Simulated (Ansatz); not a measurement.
Geometry optimisation, RKS PBE0/def2-mTZVP (Ansatz).

Input file:

```yaml
crystal:
  periodic: [false, false, false]
  atoms:
    - { symbol: Cl, position_ang: [-2.3885, 0.1066, -0.1117] }
    - { symbol: Si, position_ang: [-0.3708, -0.061, -0.3597] }
    - { symbol: Se, position_ang: [0.6336, 0.3108, 1.6266] }
    - { symbol: H, position_ang: [0.0127, -1.4082, -0.8286] }
    - { symbol: H, position_ang: [0.1182, 0.9112, -1.364] }
    - { symbol: H, position_ang: [0.03774, 1.74908, 1.68897] }
basis:
  gaussian: { orbitals: def2-mTZVP }
hamiltonian:
  xc: pbe0
relax:
  f_tol: 0.015
  max_steps: 40
```

Command:

```bash
$ ansatz run input.yaml --threads 2 --pin off --max-ram 3072MiB --backend cpu --events-out ev --progress --plain --runs-dir out
```

**Question.** Where does it end, and by what steps?

**Answer.** It converged. After 6 steps the energy has fallen by 0.113 eV; H6 moved furthest, 0.21 Å.

| step | energy less start (eV) | largest force component (eV/Å) | accepted |
| --- | --- | --- | --- |
| 0 | 0.0000 | 1.295 | yes |
| 1 | -0.0935 | 0.269 | yes |
| 2 | -0.1060 | 0.155 | yes |
| 3 | -0.1090 | 0.034 | yes |
| 4 | -0.1123 | 0.031 | yes |
| 5 | -0.1125 | 0.020 | yes |
| 6 | -0.1125 | 0.002 | yes |

```xyz
6
Properties=species:S:1:pos:R:3
Cl -2.457 0.010 -0.283
Si -0.392 -0.041 -0.343
Se 0.595 0.311 1.668
H 0.025 -1.401 -0.747
H 0.025 0.984 -1.324
H 0.247 1.746 1.681
```

Time of the run: 10 s on 2 threads of AMD EPYC 9R14 (Zen 4) (shared host), peak memory 0.21 GiB.
